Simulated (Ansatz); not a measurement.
diiodomethane (CH2I2), singlet, at a GFN2-xTB geometry (core potentials on I); Ansatz (a quantum-chemistry and plane-wave program) with WB97X/def2-SVP.

Input for Ansatz:
Ansatz 0.2 input:
```yaml
crystal:
  periodic: [false, false, false]
  atoms:
    - {symbol: I, position_ang: [-1.80131757, 0.10352545, 0.01056948]}
    - {symbol: C, position_ang: [-0.00641288, -1.07119395, 0.02814670]}
    - {symbol: I, position_ang: [1.80242387, 0.08126803, -0.01542511]}
    - {symbol: H, position_ang: [-0.00348778, -1.66000468, 0.93782473]}
    - {symbol: H, position_ang: [-0.01666866, -1.70688575, -0.84935629]}
basis:
  gaussian:
    orbitals: def2-SVP
hamiltonian:
  xc: {name: wB97X}
accuracy: high
```

What the program printed (banner, timings and long lists left out):

```
Functional definition: wB97X
1878 factors; integrals over basis functions are off by at most 3.4e-9 eV
338 factors; integrals over basis functions are off by at most 2.1e-9 eV
mean field evaluation 1: about -17271.9871 eV, gradient 9.7e0 eV
mean field evaluation 2: about -17272.2600 eV, gradient 2.4e0 eV
mean field evaluation 4: about -17272.2795 eV, gradient 7.0e-1 eV
mean field evaluation 8: about -17272.3610 eV, gradient 2.9e-2 eV
mean field evaluation 16: about -17272.3610 eV, gradient 2.9e-5 eV
mean field -17272.36098790 eV, -634.7475586786 hartree, gradient 1.6e-8 eV, S^2 0.000000; 0 other end points of the search recorded, 0 dependent functions left out
reference -17272.36098580 eV, -634.7475586014 hartree; 29, 29 occupied and 47, 47 virtual orbitals, 1878 factors
Total energy: -17272.36098580 eV, -634.7475586014 hartree
```
